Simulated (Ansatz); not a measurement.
Consider the ligand exchange at a Mg–O bond: `[NH2][Mg][O][SiH3]` + HBr → `[NH2][Mg][Br]` + `O[SiH3]`.

Program: Ansatz. Geometries: PBE0-D4/def2-TZVP. ΔE: electronic, gas phase. CBS: MP2 limit from def2 TZ/QZ plus the TZ coupled-cluster correction, frozen cores. DFT in def2-TZVPP. HSE06 is defined as in plane-wave codes. For Br, Mg outer-core shells are correlated without core-valence functions, which leaves a few kJ/mol of doubt a bond. Scalar relativity is left out up to krypton. Each species was taken in one conformer, which may not be the lowest.

| level | ΔE (kcal/mol) |
| --- | --- |
| HSE06-D4 | -15.2 |
| revPBE | -14.3 |
| MP2/def2-SVP | -10.2 |
| HF/def2-TZVPP | -17.3 |

Task: What does CCSD(T)/CBS give? (An estimate is asked.)

Result: Ansatz gave: -12.2 kcal/mol. The listed levels differ from it by -3.0, -2.1, 2.0, -5.1 kcal/mol.

Largest T1 diagnostic among the species: 0.011.

Leaving LDA and LC-ωPBE aside and taking each functional with its dispersion term where it has one, the values, not all of them listed here, spread over 3.8 kcal/mol, from HSE06-D4 to BLYP-D4. LDA lies +0.8 kcal/mol from PBE without D4. From PBE to PBE0 (25 % exact exchange), in def2-TZVPP and without D4, ΔE moves by −1.3 kcal/mol.
